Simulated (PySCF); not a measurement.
Isomers of C7H9ClO, one GFN2-xTB conformer each. Single-point energies are computed at PBE0/pcSseg-1 (PySCF, gas phase, no added dispersion term), electronic only.

| SMILES | GFN2-xTB relative energy (kcal/mol) |
| --- | --- |
| C=C[C@@H]1C[C@@]1(C)C(=O)Cl | 28.7 |
| C=C[C@]1(Cl)C[C@@H]2O[C@@H]2C1 | 25.7 |
| C=CC[C@@H](C=C)C(=O)Cl | 41.6 |
| CCCc1occc1Cl | 0.0 |
| C=C[C@@]1(C)C[C@@H]1C(=O)Cl | 28.2 |

Conformers: `[CH2:1]=[CH:2][C@@H:3]1[CH2:4][C@@:5]1([CH3:6])[C:7](=[O:8])[Cl:9]` with C1–C2–C3–C4 -158°, C4–C5–C7–O8 25°; `[CH2:1]=[CH:2][C@:3]1([Cl:4])[CH2:5][C@@H:6]2[O:7][C@@H:8]2[CH2:9]1` with C1–C2–C3–Cl4 0°, C2–C3–C5–C6 -96°, C3–C5–C6–O7 49°, C5–C6–O7–C8 -98°, C6–O7–C8–C9 98°; `[CH2:1]=[CH:2][CH2:3][C@@H:4]([CH:5]=[CH2:6])[C:7](=[O:8])[Cl:9]` with C1–C2–C3–C4 114°, C2–C3–C4–C5 177°, C3–C4–C5–C6 -120°, C3–C4–C7–O8 -58°; `[CH3:1][CH2:2][CH2:3][c:4]1[o:5][cH:6][cH:7][c:8]1[Cl:9]` with C1–C2–C3–C4 -67°, C2–C3–C4–O5 -76°; `[CH2:1]=[CH:2][C@@:3]1([CH3:4])[CH2:5][C@@H:6]1[C:7](=[O:8])[Cl:9]` with C1–C2–C3–C4 3°, C5–C6–C7–O8 -21°.

Task: What does PBE0/pcSseg-1 give for the same structures?

Result: 
```tsv
SMILES	PBE0/pcSseg-1 E (Eh)	PBE0/pcSseg-1 (kcal/mol)	GFN2-xTB (kcal/mol)	point group
CCCc1occc1Cl	-806.94910	0.0	0.0	C1
C=C[C@@]1(C)C[C@@H]1C(=O)Cl	-806.93226	10.6	28.2	C1
C=C[C@@H]1C[C@@]1(C)C(=O)Cl	-806.93059	11.6	28.7	C1
C=CC[C@@H](C=C)C(=O)Cl	-806.92108	17.6	41.6	C1
C=C[C@]1(Cl)C[C@@H]2O[C@@H]2C1	-806.91020	24.4	25.7	Cs
```

Both levels put the same isomer lowest; measured from each level's own lowest isomer, the values differ by up to 24.0 kcal/mol (C=CC[C@@H](C=C)C(=O)Cl: 41.6 against 17.6). As drawn, the lowest has an aromatic ring, which the highest lacks; the highest has a three-membered ring and a C=C bond outside aromatic rings, which the lowest lacks. Neighbours under 2.5 kcal/mol apart (C=C[C@@]1(C)C[C@@H]1C(=O)Cl and C=C[C@@H]1C[C@@]1(C)C(=O)Cl) can change places with a better method, another conformer or zero-point energy.

Task: Which frontier levels, dipoles and rotational constants go with these structures?

Result: 
| SMILES | HOMO (eV, PBE0/pcSseg-1) | LUMO (eV) | dipole (D) | A, B, C (MHz) |
| --- | --- | --- | --- | --- |
| CCCc1occc1Cl | -6.50 | 0.09 | 1.06 | 1635, 1277, 829.8 |
| C=C[C@@]1(C)C[C@@H]1C(=O)Cl | -7.57 | -1.24 | 3.36 | 2446, 810.6, 738.0 |
| C=C[C@@H]1C[C@@]1(C)C(=O)Cl | -7.49 | -1.17 | 3.42 | 2395, 831.1, 783.5 |
| C=CC[C@@H](C=C)C(=O)Cl | -7.72 | -1.17 | 2.88 | 1416, 1172, 799.1 |
| C=C[C@]1(Cl)C[C@@H]2O[C@@H]2C1 | -7.69 | 0.32 | 1.50 | 2378, 1147, 971.8 |
